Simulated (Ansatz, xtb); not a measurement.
**C4H3BrNP: 4 structures ranked**

4 gas-phase structures of C4H3BrNP, from a drawn sample of its isomers (lower ones may exist). Each was relaxed with GFN2-xTB:

A. `BrC1=PC=CN=C1`, a singlet
B. `BrC1=NC=PC=C1`, a singlet
C. `BrC1=NC=CP=C1`, a singlet
D. `BrC1=CN=CP=C1`, a singlet

Question: Estimate their order in r2SCAN-D4/def2-SVP//GFN2-xTB energy at these geometries, lowest first.

Answer: Calculated order at r2SCAN-D4/def2-SVP//GFN2-xTB: C (0.0), B (9.1), A (13.5), D (17.2) kJ/mol. Less than 1 kcal/mol parts A and D, so the order within that pair means little.

Energies above the lowest of each column, in kJ/mol; the last columns are at r2SCAN-D4/def2-SVP geometries:

```tsv
structure	GFN2-xTB	HF/STO-3G	r2SCAN-D4/def2-SVP//GFN2-xTB	r2SCAN-D4/def2-SVP	CCSD(T)/def2-SVP + ΔMP2/def2-TZVPP
C	0.0	0.0	0.0	0.0	0.0
B	6.7	6.3	9.1	8.9	10.6
A	17.3	7.6	13.5	13.2	8.5
D	11.5	11.4	17.2	16.9	13.1
```

Every level run on C puts it lowest or level with the lowest. CCSD(T)/def2-SVP + ΔMP2/def2-TZVPP orders those it was run on as C (0.0), A (8.5), B (10.6), D (13.1) kJ/mol. Less than 1 kcal/mol parts A and B; B and D, so the order within those pairs means little. ΔMP2 is the change of the MP2 energy from the smaller to the larger basis.

Over these structures GFN2-xTB departs from r2SCAN-D4/def2-SVP//GFN2-xTB by 3.0 kJ/mol on average once a common shift is removed. A GFN2-xTB relaxation took about 0.062 s and the r2SCAN-D4/def2-SVP//GFN2-xTB energy about 1.7 s on a shared host (Ansatz 0.2.0, xtb 6.7.1).
